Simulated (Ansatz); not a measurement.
**A geometry optimisation of FGa2H5Si with BLYP-D3(BJ)/def2-SVP**

The starting geometry of this gas-phase singlet was optimised with GFN2-xTB.

| atom | x (Å) | y (Å) | z (Å) |
| --- | --- | --- | --- |
| F | -1.9316 | 1.4512 | -0.3390 |
| Ga | -1.5716 | 3.2627 | -1.0080 |
| Ga | 0.1882 | 0.8368 | -0.3828 |
| Si | 0.1039 | -1.4053 | 0.4113 |
| H | 0.2967 | 1.3655 | -1.9422 |
| H | -0.0718 | -2.3869 | -0.6830 |
| H | -1.0280 | -1.6228 | 1.3376 |
| H | 1.3123 | -1.8431 | 1.1440 |
| H | 0.5884 | 2.2064 | 0.4513 |

Task: Predict what it relaxes into with BLYP-D3(BJ)/def2-SVP.

Result: A new bond forms, giving a structure with F1 bridging Ga2 and Ga3, given below by its coordinates. Contacts that close: F1–Ga3 (2.21 → 2.04 Å).

The energy falls by 0.30 eV over 22 steps:

```csv
step,E − E(last) (eV)
1,0.304
3,0.200
6,0.190
8,0.188
10,0.184
13,0.105
15,0.040
17,0.008
20,0.000
22,0.000
```

Final geometry (Å):

```yaml
atoms:
  - { symbol: F, position_ang: [-1.8088, 1.6169, -0.2404] }
  - { symbol: Ga, position_ang: [-1.5331, 2.1470, -2.1436] }
  - { symbol: Ga, position_ang: [0.1273, 1.1182, 0.1621] }
  - { symbol: Si, position_ang: [0.0353, -1.2964, 0.3497] }
  - { symbol: H, position_ang: [0.4268, 1.5754, -1.4369] }
  - { symbol: H, position_ang: [-0.7026, -1.8770, -0.8284] }
  - { symbol: H, position_ang: [-0.6678, -1.7583, 1.5963] }
  - { symbol: H, position_ang: [1.4155, -1.8975, 0.3535] }
  - { symbol: H, position_ang: [0.5941, 2.2360, 1.1769] }
```

Frequencies at the end are all real (lowest 40 cm⁻¹). Run with Ansatz 0.2.0, 24 s on 2 threads of Intel(R) Xeon(R) 6975P-C (Granite Rapids), on a shared host.
